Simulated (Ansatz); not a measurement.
**Loss of C2H2: C3H5FSn → Sn(CH3)F + C2H2**

Species: C3H5FSn `C#[C][SnH]([CH3])[F]`, singlet; Sn(CH3)F, singlet; C2H2 (acetylene) `C#C`, singlet. 

Shapes, held fixed at every level: PBE0-D4/def2-TZVP. Programs: Ansatz 0.2.0. The zero-point and thermal change to 298 K, harmonic and unscaled (PBE0-D4/def2-TZVP), is +1.0 kJ/mol.

(1) Estimate ΔH(298 K) of this reaction.

Answers

(1) The highest level, CCSD(T)/def2-TZVPP, gives ΔH(298 K) = +50.9 kJ/mol; the levels span +16.7 to +50.9. The column of differences is taken from that level and isn't an error. No measured value is set beside it here. For atoms past krypton def2 sets carry core potentials with scalar relativity. Correlated rows may include outer-core shells of Sn, which these sets cover unevenly.

```
              level                    kind  ΔH(298 K) (kJ/mol)  less CCSD(T)/def2-TZVPP
      HF/def2-TZVPP            Hartree–Fock               +34.9                    -16.0
  PBE-D4/def2-TZVPP                     GGA               +24.0                    -26.9
B3LYP-D4/def2-TZVPP           global hybrid               +16.7                    -34.2
 wB97X-V/def2-TZVPP  range-separated hybrid               +48.0                     -2.9
  B2PLYP/def2-TZVPP           double hybrid               +24.4                    -26.5
     MP2/def2-TZVPP     perturbation theory               +50.6                     -0.3
   CCSD(T)/def2-SVP   coupled cluster or CI               +43.3                     -7.6
 CCSD(T)/def2-TZVPP   coupled cluster or CI               +50.9                      0.0
```
